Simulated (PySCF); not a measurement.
# Computed records: CH₇AlBN, B₂ClH₄N, H₆O₂Si₂, CH₅BOSi and others

All values are calculated (PySCF 2.14.0). Calculation on a computer-drawn molecule: optimised geometry and harmonic frequencies of an isolated molecule of the commonest isotopes, restricted reference for singlets and unrestricted otherwise, frozen core in MP2.

Common to all runs: charge 0; method HF; basis cc-pV(D+d)Z.

(1) CH₇AlBN

Start structure:
```xyz
11
CH7AlBN
C     -1.1802     0.5267    -1.1123
B      0.1789     0.6845    -0.3169
N      0.0721     1.5193     0.8452
Al    -1.5332     2.1943     1.2755
H     -2.0339     1.0422    -0.5823
H     -1.1443     0.8957    -2.1959
H     -1.4784    -0.5857    -1.1849
H      1.1865     0.2159    -0.6698
H      0.9757     1.5883     1.3393
H     -1.9269     3.6158     0.7829
H     -2.4563     1.4296     2.2060
```

| Item | Value |
| --- | --- |
| multiplicity | 1 |
| rotational constants | 12.88, 3.148, 2.569 GHz |
| total energy | -363.0739 hartree |
| convergence status largest gradient component | 2.783e-05 hartree/bohr |

Drawn bonds:
```
atom  other atom  order
   1           2      1
   2           3      1
   3           4      1
   1           5      1
   1           6      1
   1           7      1
   2           8      1
   3           9      1
   4          10      1
   4          11      1
```

Optimised structure:
```xyz
11
CH7AlBN
C     -1.1131     0.5505    -1.4443
B     -0.0060     0.6435    -0.3139
N     -0.1647     1.3423     0.9120
Al    -1.5191     2.2969     1.6155
H     -2.0519     1.0649    -1.2284
H     -0.7117     0.9543    -2.3813
H     -1.3404    -0.5023    -1.6486
H      1.0482     0.0814    -0.5082
H      0.6527     1.2837     1.4960
H     -2.8744     2.4962     0.8441
H     -1.2597     2.9153     3.0438
```

Modes:
```
frequency (cm⁻¹)  reduced mass (dalton)
           114.5                  1.062
           163.4                  1.158
           180.2                  3.429
           202.7                  1.998
           420.2                  1.852
           591.8                  1.577
             643                  1.084
           672.8                  1.177
             706                  3.305
           840.1                   1.48
           854.5                  1.313
           868.7                  1.152
            1038                  1.741
            1053                  1.737
            1156                  1.284
            1373                  1.457
            1417                  2.108
            1462                  1.601
            1565                  1.051
            1567                  1.109
            1999                  1.047
            2023                  1.038
            2622                  1.092
            3156                  1.041
            3209                  1.096
            3249                    1.1
            3759                  1.074
```

(2) B₂ClH₄N

Start structure:
```xyz
8
B2ClH4N
B     -1.2332     0.2250    -0.9190
N     -1.3689     1.1205     0.2261
B     -0.9331     0.8542     1.5942
Cl    -0.2756    -0.6068     2.0635
H     -1.5908     0.6754    -1.9556
H     -0.8398    -0.8134    -0.7723
H     -1.7692     2.0511     0.0500
H     -1.0845     1.6787     2.3237
```

| Quantity | Value |
| --- | --- |
| multiplicity | 1 |
| rotational constants | 15.97, 3.471, 2.851 GHz |
| total energy | -565.7707 hartree |
| convergence status largest gradient component | 2.021e-05 hartree/bohr |

Drawn bonds:
```
atom  other atom  order
   1           2      1
   2           3      1
   3           4      1
   1           5      1
   1           6      1
   2           7      1
   3           8      1
```

Optimised structure:
```xyz
8
B2ClH4N
B     -1.2540     0.2567    -0.9231
N     -1.3351     1.1037     0.2183
B     -0.9616     0.8822     1.5645
Cl    -0.2554    -0.6476     2.1165
H     -1.6438     0.6838    -1.9740
H     -0.8094    -0.8462    -0.8276
H     -1.7205     2.0145     0.0545
H     -1.1153     1.7376     2.3813
```

Modes:
```
frequency (cm⁻¹)  reduced mass (dalton)
             221                  2.028
           232.8                  4.134
           338.7                  1.216
           506.8                  3.623
           790.4                  4.899
           840.9                  1.188
           971.6                  1.364
           985.4                  1.666
            1061                  1.359
            1110                  1.373
            1232                  1.378
            1349                   2.23
            1379                  1.513
            1571                  1.903
            2694                   1.06
            2769                  1.096
            2788                  1.125
            3808                  1.075
```

(3) H₆O₂Si₂

Start structure:
```xyz
10
H6O2Si2
O      0.1356    -2.2585     0.5256
Si    -0.7323    -1.0031     0.1337
O      0.2984     0.0994    -0.4518
Si     1.7147     0.7854    -0.8728
H     -0.2661    -3.0751     0.8004
H     -1.6775    -1.2078    -0.9980
H     -1.3762    -0.4581     1.3173
H      2.5732     0.7501     0.3273
H      2.2742    -0.0615    -1.9342
H      1.3867     2.0407    -1.2889
```

| Property | Result |
| --- | --- |
| multiplicity | 1 |
| rotational constants | 10.91, 2.342, 2.018 GHz |
| total energy | -731.2322 hartree |
| convergence status largest gradient component | 6.604e-06 hartree/bohr |

Drawn bonds:
```
atom  other atom  order
   1           2      1
   2           3      1
   3           4      1
   1           5      1
   2           6      1
   2           7      1
   4           8      1
   4           9      1
   4          10      1
```

Optimised structure:
```xyz
10
H6O2Si2
O      0.2067    -2.2407     0.4312
Si    -0.7778    -0.9632     0.1096
O      0.1762     0.2242    -0.4614
Si     1.6916     0.7399    -0.8460
H     -0.1486    -3.0389     0.7908
H     -1.7836    -1.3197    -0.9084
H     -1.4574    -0.5063     1.3365
H      2.5610     0.7114     0.3484
H      2.2745    -0.1201    -1.8964
H      1.5882     2.1249    -1.3457
```

Modes:
```
frequency (cm⁻¹)  reduced mass (dalton)
           39.92                  2.286
           62.22                  1.111
           74.26                  5.089
           102.3                  1.233
           367.5                  5.694
           608.7                  5.422
           750.6                  1.268
             789                  1.085
           793.9                  1.191
           800.4                   1.26
           812.3                   1.17
           897.7                   5.46
            1026                  1.335
            1041                  1.054
            1042                  1.065
            1075                  1.138
            1097                  1.213
            1150                  3.909
            2322                  1.052
            2325                  1.053
            2327                  1.049
            2338                  1.023
            2347                  1.026
            4185                  1.067
```

(4) CH₅BOSi

Start structure:
```xyz
9
CH5BOSi
B     -0.4651    -1.3454    -1.0012
O     -1.0000    -0.2372    -0.5047
C     -0.7002     1.0428    -0.8271
Si    -1.4629     2.4602    -0.1536
H     -0.9985    -2.3215    -0.5136
H      0.3643    -1.3585    -1.8021
H      0.1526     1.0971    -1.6185
H     -1.1253     3.8298    -0.5057
H     -2.4914     2.2689     0.8278
```

| Item | Value |
| --- | --- |
| multiplicity | 1 |
| rotational constants | 40.31, 2.77, 2.592 GHz |
| total energy | -429.2164 hartree |
| convergence status largest gradient component | 2.323e-05 hartree/bohr |

Drawn bonds:
```
atom  other atom  order
   1           2      1
   2           3      1
   3           4      2
   1           5      1
   1           6      1
   3           7      1
   4           8      1
   4           9      1
```

Optimised structure:
```xyz
9
CH5BOSi
B     -0.4897    -1.3481    -0.9876
O     -1.0713    -0.2540    -0.4597
C     -0.7324     1.0262    -0.8026
Si    -1.4619     2.4230    -0.1457
H     -0.8805    -2.4111    -0.6001
H      0.3810    -1.2361    -1.8095
H      0.0571     1.1076    -1.5447
H     -0.9974     3.7356    -0.6068
H     -2.5314     2.3930     0.8581
```

Modes:
```
frequency (cm⁻¹)  reduced mass (dalton)
           99.87                  3.415
           218.6                  2.538
           387.5                  1.072
           412.9                   3.05
           455.5                  1.275
           553.7                  1.423
           649.8                  1.519
           889.8                  1.219
           917.4                  2.217
           997.3                  1.141
            1086                  1.536
            1126                  1.357
            1178                  2.426
            1318                  1.466
            1426                  2.734
            1511                   2.05
            2389                  1.028
            2405                  1.057
            2671                  1.054
            2763                  1.127
            3307                  1.087
```

(5) CH₅Si

Start structure:
```xyz
7
CH5Si
C      0.9091    -0.1510    -1.6991
Si    -0.6145    -0.8233    -2.5382
H      0.9277    -0.0598    -0.6193
H      1.7285     0.3662    -2.2002
H     -0.2296    -1.0247    -4.0425
H     -1.7708     0.1286    -2.4364
H     -0.9454    -2.0321    -1.9464
```

| Quantity | Value |
| --- | --- |
| multiplicity | 2 |
| rotational constants | 67.18, 11.88, 11.41 GHz |
| total energy | -329.6705 hartree |
| spin squared | 0.7608 |
| convergence status largest gradient component | 2.752e-05 hartree/bohr |

Drawn bonds:
```
atom  other atom  order
   1           2      1
   1           3      1
   1           4      1
   2           5      1
   2           6      1
   2           7      1
```

Optimised structure:
```xyz
7
CH5Si
C      0.8920    -0.0958    -1.6844
Si    -0.5862    -0.7996    -2.5630
H      0.9706    -0.0746    -0.6008
H      1.7242     0.3631    -2.2103
H     -0.2636    -1.0165    -3.9925
H     -1.7494     0.1185    -2.4789
H     -0.9827    -2.0911    -1.9523
```

Modes:
```
frequency (cm⁻¹)  reduced mass (dalton)
           22.15                  1.009
           510.8                  1.133
           555.4                  1.035
           704.2                   1.29
           770.9                  4.626
           900.7                  1.318
            1024                  1.049
            1033                  1.084
            1039                   1.05
            1492                  1.134
            2287                  1.049
            2303                  1.047
            2315                  1.024
            3265                  1.054
            3361                  1.113
```
